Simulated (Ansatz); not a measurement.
Geometry optimisation, RHF/def2-SVP in Ansatz.

The input (input.yaml):

```yaml
crystal:
  periodic: [false, false, false]
  atoms:
    - { symbol: Mg, position_ang: [0.827412, 1.153493, 0.155692] }
    - { symbol: F, position_ang: [1.369556, 1.113793, -1.668766] }
    - { symbol: C, position_ang: [0.263619, 1.240234, 2.168835] }
    - { symbol: H, position_ang: [0.111167, -0.654379, -1.925205] }
    - { symbol: C, position_ang: [-0.577992, -1.445672, -1.660983] }
    - { symbol: H, position_ang: [-0.622443, 1.866386, 2.31257] }
    - { symbol: H, position_ang: [1.058994, 1.651769, 2.79695] }
    - { symbol: H, position_ang: [0.024005, 0.244389, 2.555073] }
    - { symbol: H, position_ang: [-0.836222, -2.006648, -2.559197] }
    - { symbol: H, position_ang: [-0.122678, -2.128784, -0.941379] }
    - { symbol: H, position_ang: [-1.495517, -1.034681, -1.233589] }
basis:
  gaussian: { orbitals: def2-SVP }
hamiltonian:
  xc: hf
relax:
  f_tol: 0.03
  max_steps: 50
output:
  orbitals: {}
```

Run as:

```bash
$ ansatz run input.yaml --threads 2 --pin off --max-ram 3072MiB --backend cpu --events-out ev --progress --plain --runs-dir out
```

Question: Where does it end, and by what steps?

Answer: It converged. After 4 steps the energy has fallen by 0.223 eV; F2 moved furthest, 0.36 Å.

```csv
step,energy less start (eV),largest force component (eV/Å),accepted
0,0.0000,2.203,yes
1,-0.1636,1.307,yes
2,-0.2143,0.211,yes
3,-0.2219,0.057,yes
4,-0.2227,0.018,yes
```

```xyz
11
Properties=species:S:1:pos:R:3
Mg 0.915 1.266 0.182
F 1.516 1.371 -1.465
C 0.276 1.260 2.183
H 0.051 -0.798 -2.151
C -0.631 -1.532 -1.720
H -0.624 1.868 2.323
H 1.045 1.665 2.849
H 0.041 0.250 2.536
H -0.987 -2.197 -2.506
H -0.113 -2.123 -0.963
H -1.488 -1.030 -1.269
```

Whether the end is a true minimum wasn't checked by a vibrational analysis.

Run time: 5.4 s on 2 threads of Arm Neoverse V1 (shared host), peak memory 0.16 GiB.
